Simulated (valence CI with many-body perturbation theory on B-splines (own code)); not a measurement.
**Sensitivity of CI+MBPT for Gd⁵⁰⁺**

Calculated by valence CI with perturbative core correlation (CI+MBPT): four valence electrons over a frozen Dirac-Fock core [Ne], radial functions for each j: 6 s, 6 p, 5 d, 3 f, 1 g, with the one-electron correlation potential Σ1, the two-electron term Σ2, the three-electron term Σ3, Breit, model QED; selected CI, second order for the rest, scaled by the run's own slope (own B-spline code, finite nucleus).

No measured spectrum was set against this ion. As an estimate, large intervals hold to a few tenths of a per cent, small ones and those within an open d or f shell to about a per cent.

The reference run has the lowest level (3s^2 3p1/2^2) J=0 and an ionisation energy of 4579.72 eV. Its largest variational space holds 10000 state functions.

Levels are named by their leading jj configuration (3d3/2^4 stands for four electrons in 3d with j = 3/2), which in mixed levels can hold well under half, so a name can repeat and another be missing. Letters in brackets count levels of one name in rising energy.

| Level | Reference (cm⁻¹) | Shift (cm⁻¹) |
| --- | --- | --- |
| (3s^2 3p1/2 3p3/2) J=1 | 1379080 | -537 |
| (3s^2 3p1/2 3p3/2) J=2 | 1443070 | +289 |
| (3s 3p1/2^2 3p3/2) J=2 | 2455630 | -684 |
| (3s 3p1/2^2 3p3/2) J=1 | 2649780 | +555 |
| (3s^2 3p1/2 3d3/2) J=2 | 2856930 | +1174 |
| (3s^2 3p3/2^2) J=2 | 2868980 | -103 |
| (3s^2 3p3/2^2) J=0 | 3007090 | +722 |
| (3s^2 3p1/2 3d3/2) J=1 | 3136700 | +2896 |
| (3s^2 3p1/2 3d5/2) J=2 | 3302770 | +987 |
| (3s^2 3p1/2 3d5/2) J=3 | 3311360 | +1794 |
| (3s 3p1/2 3p3/2^2) J=2 [a] | 3807500 | -734 |
| (3s 3p1/2 3p3/2^2) J=3 | 3916650 | -63 |

The ionisation energy moves by -0.30 eV.

(1) Which of these changes was made?
A. cutoff of virtual states (hartree) 8192 → 9720
B. averaging of valence orbitals over low configurations on → off
C. correlating orbitals by l 3 3 3 2 1 → 4 4 0 0 0

Results:

(1) C. correlating orbitals by l 3 3 3 2 1 → 4 4 0 0 0.
